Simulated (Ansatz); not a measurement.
`[Cl][SnH]([Cl])[SeH]` → `[Cl][Sn][Cl]` + H₂Se  (stannylene formation by 1,1-elimination)

Program: Ansatz. Geometries: PBE0-D4/def2-TZVP. ΔE: electronic, gas phase. CCSD(T)/CBS adds triple-zeta CCSD(T) − MP2 to the extrapolated MP2 energy (def2 sets, frozen cores). Functionals use def2-TZVPP. B3LYP here is the variant with VWN-RPA as its local correlation; programs differ in this. HSE06 is defined as in plane-wave codes. Elements past krypton have def2 core potentials. For Se, Sn outer-core shells are correlated without core-valence functions, which leaves a few kJ/mol of doubt a bond. Scalar relativity is left out up to krypton. One conformer a species, not always the lowest.

`[Cl][SnH]([Cl])[SeH]`:

Cartesian coordinates in Å:
```
Cl -1.374 1.823 0.626
Sn -0.362 -0.012 -0.366
Cl 0.064 0.546 -2.568
Se 1.887 -0.413 0.655
H -1.481 -1.289 -0.315
H 1.266 -0.654 1.967
```

`[Cl][Sn][Cl]`:

Z-matrix (Å, degrees):
```
Sn
Cl 1 2.363
Cl 1 2.363 2 98.4
```

H₂Se:

Z-matrix (Å, degrees):
```
Se
H 1 1.467
H 1 1.467 2 91.2
```

```
             level  ΔE (kJ/mol)  difference from CCSD(T)/CBS
       LDA (SPW92)         44.4                          2.3
            PBE-D4         22.1                        -20.0
         revPBE-D4         15.4                        -26.7
           BLYP-D4         -2.6                        -44.7
         r2SCAN-D4         36.3                         -5.8
            B97M-V         37.6                         -4.5
           PBE0-D4         39.4                         -2.7
          B3LYP-D4         13.9                        -28.2
        r2SCANh-D4         39.8                         -2.3
          HSE06-D4         39.1                         -3.0
          BHLYP-D4         35.2                         -6.9
      CAM-B3LYP-D4         26.0                        -16.1
            B2PLYP         16.1                        -26.0
          PBE-QIDH         48.9                          6.8
               PBE         12.9                        -29.2
            revPBE         -1.4                        -43.5
              BLYP        -20.6                        -62.7
            r2SCAN         33.9                         -8.2
              PBE0         31.1                        -11.0
             B3LYP         -1.0                        -43.1
           r2SCANh         37.1                         -5.0
           r2SCAN0         42.1                          0.0
             HSE06         31.0                        -11.1
             BHLYP         20.3                        -21.8
         CAM-B3LYP         17.0                        -25.1
           LC-ωPBE         50.6                          8.5
RPA@PBE/def2-TZVPP         26.3                        -15.8
       HF/def2-SVP         25.8                        -16.3
     CCSD/def2-SVP         36.7                         -5.4
  CCSD(T)/def2-SVP         37.6                         -4.5
     HF/def2-TZVPP         29.5                        -12.6
    MP2/def2-TZVPP         38.8                         -3.3
SCS-MP2/def2-TZVPP         29.9                        -12.2
CCSD(T)/def2-TZVPP         38.1                         -4.0
     HF/def2-QZVPP         29.4                        -12.7
    MP2/def2-QZVPP         41.1                         -1.0
SCS-MP2/def2-QZVPP         33.1                         -9.0
      HF/CBS(def2)         29.4                        -12.7
     MP2/CBS(def2)         42.8                          0.7
    CCSD/CBS(def2)         38.8                         -3.3
       CCSD(T)/CBS         42.1                            0
```

Q: What do rigid-rotor, harmonic-oscillator terms from PBE0-D4/def2-TZVP frequencies (298.15 K, 1 bar) make of the CCSD(T)/CBS value? (Best estimate.)

A: Ansatz gave: ΔZPE = -4.4 kJ/mol, ΔH = +39.2 kJ/mol, ΔS = 138 J/(mol·K), ΔG = -2.0 kJ/mol.

Largest T1 diagnostic among the species: 0.014.

At CCSD(T), def2-SVP lies −4.5 kJ/mol from the extrapolated value and def2-TZVPP −4.0 kJ/mol. From PBE to PBE0 (25 % exact exchange), in def2-TZVPP and without D4, ΔE moves by +18.2 kJ/mol. Leaving LDA and LC-ωPBE aside and taking each functional with its dispersion term where it has one, the values spread over 51.5 kJ/mol, from BLYP-D4 to PBE-QIDH. LDA lies +31.5 kJ/mol from PBE without D4.
